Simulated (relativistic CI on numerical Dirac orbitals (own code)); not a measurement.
## What each ingredient does to the levels of Er40+

Base calculation: Dirac-Coulomb-Breit CI, KLI orbitals optimised for each configuration, QED by a radiative potential, unscaled Slater integrals.

Configurations in the expansion (outside the closed core [Ne]): 3s²3p⁶3d¹⁰, 3s²3p⁶3d⁹4s, 3s²3p⁶3d⁹4p, 3s²3p⁶3d⁹4d, 3s²3p⁵3d¹⁰4s, 3s²3p⁶3d⁹4f, 3s²3p⁵3d¹⁰4p, 3s²3p⁶3d⁸4s², 3s²3p⁵3d¹⁰4d, 3s²3p⁶3d⁸4s4p, 3s3p⁶3d¹⁰4s, 3s²3p⁶3d⁹5s, 3s²3p⁶3d⁸4p², 3s²3p⁶3d⁸4s4d, 3s²3p⁶3d⁹5p, 3s²3p⁵3d¹⁰4f. Levels of other configurations are missing.

The lowest level and the first level of each name with at least 55 % of one term (blank where a level has no safe partner in the second run):

```
            Level  Base (eV)  Shift (eV)
   3s²3p⁶3d¹⁰ ¹S0       0.00        0.00
  3s²3p⁶3d⁹4s ³D3    1231.42       +0.26
  3s²3p⁶3d⁹4s ¹D2    1233.07       +0.22
  3s²3p⁶3d⁹4s ³D1    1275.30       +0.24
  3s²3p⁶3d⁹4s ³D2    1276.40       +0.17
 3s²3p⁶3d⁹4p ³F°2    1357.93       +0.13
 3s²3p⁶3d⁹4p ³F°4    1379.68       +0.17
 3s²3p⁶3d⁹4p ¹P°1    1382.49       +0.57
 3s²3p⁶3d⁹4p ³D°3    1384.25       +0.02
 3s²3p⁶3d⁹4p ³P°0    1420.57       +0.49
  3s²3p⁶3d⁹4d ¹P1    1520.64       +0.53
  3s²3p⁶3d⁹4d ³G5    1521.95       +0.04
  3s²3p⁶3d⁹4d ³D3    1525.43       +0.11
  3s²3p⁶3d⁹4d ³F4    1527.10       -0.04
  3s²3p⁶3d⁹4d ³P0    1536.77       +0.37
  3s²3p⁶3d⁹4d ³G3    1552.55        0.00
  3s²3p⁶3d⁹4d ³F2    1557.66        0.00
  3s²3p⁶3d⁹4d ¹S0    1595.92       +4.04
3s²3p⁵3d¹⁰4s ³P°2    1618.69       -0.66
3s²3p⁵3d¹⁰4s ¹P°1    1621.51       -0.38
 3s²3p⁶3d⁹4f ³P°0    1652.90       +0.40
 3s²3p⁶3d⁹4f ³P°1    1655.28       +0.31
```

At this charge energies of transitions that change n are usually good to better than 1 %, and those within a shell (Δn = 0) to a few per cent.

(1) One thing was changed in a second run, which moved the levels as shown. Which?
A. configuration mixing switched off
B. Breit term removed
C. QED terms removed
D. non-relativistic limit

Results:

(1) A. Configuration mixing switched off. Without mixing, levels that were pushed by configurations of the same parity and J return to their single-configuration places.

LS names give the leading component of a level, which can be under half, so a name can repeat, a term be missing and a line seem to break the LS rules.
